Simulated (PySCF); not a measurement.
Method: PySCF energies (xtb for GFN2) plus ideal-gas RRHO corrections (1 bar). The comparison is the NASA 1993 polynomial table, which mixes measured and estimated data. All species are closed-shell singlets. The harmonic model lacks anharmonicity and excited electronic states, which grow with temperature; levels with a mode under 35 cm⁻¹ are left out. The table's entry may be an old estimate for Cu2 (not checked at source).

Harmonic frequencies at GFN2-xTB (cm⁻¹): 291. Point group D∞h; S°(298 K) = 240.9 J/mol/K at this level.

Task: Work out Cp and S° of gaseous Cu2 at 500, 800, 1200, 1600, 2000 K from these, and set them beside the table.

Result: 
| T (K) | Cp GFN2-xTB | Cp table | S° GFN2-xTB | S° table |
|---|---|---|---|---|
| 500 | 36.9 | 37.4 | 259.8 | 260.9 |
| 800 | 37.2 | 37.8 | 277.3 | 278.5 |
| 1200 | 37.3 | 38.2 | 292.4 | 294.0 |
| 1600 | 37.4 | 38.5 | 303.1 | 305.0 |
| 2000 | 37.4 | 38.8 | 311.5 | 313.6 |
Units J/mol/K.
